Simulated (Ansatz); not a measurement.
The cluster Si3O6: single points at one geometry.

```yaml
crystal:
  periodic: [false, false, false]
  atoms:
    - {symbol: Si, position_ang: [0.303314, -0.190563, -1.720904]}
    - {symbol: Si, position_ang: [0.465844, 1.486014, 0.815272]}
    - {symbol: Si, position_ang: [-0.768949, -1.295497, 0.905685]}
    - {symbol: O, position_ang: [0.657594, 1.106458, -0.773570]}
    - {symbol: O, position_ang: [0.866687, 2.765445, 1.517165]}
    - {symbol: O, position_ang: [-0.397369, -1.269722, -0.696348]}
    - {symbol: O, position_ang: [-1.431086, -2.410807, 1.685392]}
    - {symbol: O, position_ang: [0.563373, -0.354283, -3.202740]}
    - {symbol: O, position_ang: [-0.259417, 0.162954, 1.470037]}
basis:
  gaussian: {orbitals: def2-TZVP, initial_orbitals: start.molden}
hamiltonian: {xc: pbe, dispersion: d4}
scf: {omitted_lower_state_checks: [starts]}
output: {forces: true, orbitals: {seedname: orbitals}}
```

The file start.molden holds the orbitals of an earlier run on this structure, at another level or in another basis.

```sh
$ ansatz run in.yaml --threads 4 --pin off --events-out ev --progress --plain --max-ram 4787MiB
```

Output, abridged:

```
Functional definition: PBE
1662 factors; their error is unknown
mean field evaluation 1: about -35904.6094 eV, gradient 1.6e1 eV
mean field evaluation 2: about -35904.8877 eV, gradient 3.4e-1 eV
mean field evaluation 4: about -35904.8680 eV, gradient 1.0e-1 eV
mean field evaluation 8: about -35904.8680 eV, gradient 2.5e-5 eV
mean field -35904.86800234 eV, -1319.4795618925 hartree, gradient 2.5e-5 eV, S^2 0.000000; 0 other end points of the search recorded, 0 dependent functions left out
reference -35904.86805103 eV, -1319.4795636816 hartree; 45, 45 occupied and 252, 252 virtual orbitals, 1662 factors
Total energy: -35905.29232991 eV, -1319.4951556430 hartree
Atom 0 at     0.303314    -0.190563    -1.720904 Å, force    -0.127564     0.079575     0.723470 eV/Å
Atom 1 at     0.465844     1.486014     0.815272 Å, force    -0.195797    -0.624817    -0.342788 eV/Å
Atom 2 at    -0.768949    -1.295497     0.905685 Å, force     0.323257     0.544307    -0.380973 eV/Å
Atom 3 at     0.657594     1.106458    -0.773570 Å, force     0.157763     0.266344    -0.185936 eV/Å
Atom 4 at     0.866687     2.765445     1.517165 Å, force     0.089433     0.285145     0.156420 eV/Å
Atom 5 at    -0.397369    -1.269722    -0.696348 Å, force    -0.095857    -0.305002    -0.167323 eV/Å
Atom 6 at    -1.431086    -2.410807     1.685392 Å, force    -0.147432    -0.248382     0.173771 eV/Å
Atom 7 at     0.563373    -0.354283    -3.202740 Å, force     0.058416    -0.036412    -0.330244 eV/Å
Atom 8 at    -0.259417     0.162954     1.470037 Å, force    -0.062218     0.039243     0.353604 eV/Å
Dipole moment:     0.000517    -0.000128     0.000144 e Å
Checks for a lower state left out: starts
```

Run time 2.7 s (4 threads of Intel Xeon 6975P-C on a shared host).

First input, but with `hamiltonian: {xc: pbe0, dispersion: d4}`, `output: {orbitals: {seedname: orbitals}}` (abridged; 4.9 s):

```
Functional definition: PBE0
mean field -35906.16781362 eV, -1319.5273290759 hartree, gradient 1.3e-5 eV, S^2 0.000000
Total energy: -35906.53033614 eV, -1319.5406515326 hartree
Checks for a lower state left out: starts
```

The first input with `hamiltonian: {xc: {name: PBE-QIDH}}` and without the key `output` (abridged; 7.5 s):

```
Functional definition: PBE-QIDH
mean field -35880.29718988 eV, -1318.5766011892 hartree, gradient 2.9e-6 eV, S^2 0.000000
21 core orbitals not correlated: weight in the atoms' cores, before any rotation towards them, 1.000 or more for the frozen orbitals, at most 0.000 for the correlated occupied ones
second order -52.44144127 eV of doubles, -0.00000000 eV of singles
Total energy: -35897.77768484 eV, -1319.2189975301 hartree
Checks for a lower state left out: starts
```

First input, but with `hamiltonian: {xc: r2scan, dispersion: d4}`, `output: {orbitals: {seedname: orbitals}}` (abridged; 3.5 s):

```
Functional definition: r2SCAN
mean field -35921.72287492 eV, -1320.0989670351 hartree, gradient 1.1e-5 eV, S^2 0.000000
Total energy: -35921.82361197 eV, -1320.1026690532 hartree
Checks for a lower state left out: starts
```

First input, but with `hamiltonian: {xc: {name: B97M-V}}`, `output: {orbitals: {seedname: orbitals}}` (abridged; 6 s):

```
Functional definition: B97M-V
mean field -35919.68709550 eV, -1320.0241535213 hartree, gradient 6.8e-6 eV, S^2 0.000000
Total energy: -35919.68716525 eV, -1320.0241560846 hartree
Checks for a lower state left out: starts
```

As the first input, with `gaussian: {orbitals: def2-SVP, initial_orbitals: start.molden}`, `correlation: {method: ccsd_t}`, `output: {orbitals: {seedname: orbitals}}` and without the key `hamiltonian` (abridged; 9 s):

```
Functional definition: HF
mean field -35799.04753104 eV, -1315.5907312998 hartree, gradient 4.8e-6 eV, S^2 0.000000
21 core orbitals not correlated: weight in the atoms' cores, before any rotation towards them, 1.000 or more for the frozen orbitals, at most 0.000 for the correlated occupied ones
second order -36.60452289 eV of doubles, -0.00000000 eV of singles
cycle   1  -35.22435575 eV  change     1.4e0 eV  update   2.0e-1
cycle   2  -36.30447669 eV  change    -1.1e0 eV  update   7.1e-2
cycle   3  -36.62961255 eV  change   -3.3e-1 eV  update   3.7e-2
cycle   4  -36.62442194 eV  change    5.2e-3 eV  update   9.5e-3
cycle   5  -36.60854628 eV  change    1.6e-2 eV  update   3.3e-3
cycle   6  -36.60900810 eV  change   -4.6e-4 eV  update   1.3e-3
cycle   7  -36.60971917 eV  change   -7.1e-4 eV  update   5.0e-4
cycle   8  -36.60942922 eV  change    2.9e-4 eV  update   2.1e-4
cycle   9  -36.60933219 eV  change    9.7e-5 eV  update   7.3e-5
cycle  10  -36.60942280 eV  change   -9.1e-5 eV  update   2.8e-5
cycle  11  -36.60936956 eV  change    5.3e-5 eV  update   1.4e-5
perturbative correction -1.12672437 eV, -0.0414063568 hartree
Total energy: -35836.78362497 eV, -1316.9775071732 hartree
Checks for a lower state left out: starts
```

Geometry: PBE0-D4/def2-SVP.

Correlated methods freeze 21 core orbitals. At CCSD(T)/def2-SVP T1 of the charge 0 singlet is large (up to 0.021), so the single-reference result is doubtful. Another isomer (singlet) lies 1.04 eV lower at PBE0-D4/def2-TZVP; other spin states weren't run for this one.
